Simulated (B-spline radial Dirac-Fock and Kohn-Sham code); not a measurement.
The computed values come from a radial B-spline solver: Dirac-Fock ΔSCF + Breit + QED. Two-hole levels are in intermediate coupling, intensities from independent-particle Coulomb rates.

**Question.** These computed lines form the K-LL Auger spectrum of a free neutral atom. Which element, and how are the lines assigned?

```
kinetic energy (eV)  relative intensity
            40138.0                  28
            40657.3                  40
            40698.2                   5
            41120.0                   7
            41670.8                  31
            41746.0                   8
            42180.3                 100
            43193.5                   5
            43240.6                  35
```

**Answer.** Yb ([Xe] 4f14 6s2). From low to high energy: K-L1L1 ¹S0, K-L1L2 ³P1, K-L1L2 ³P0, K-L2L2 ³P0, K-L1L3 ¹P1, K-L1L3 ³P2, K-L2L3 ¹D2, K-L3L3 ¹S0, K-L3L3 ³P2. The labels give the leading jj configuration and the leading LS term by weight; in heavy atoms the literature often keeps the label of the LS limit instead.
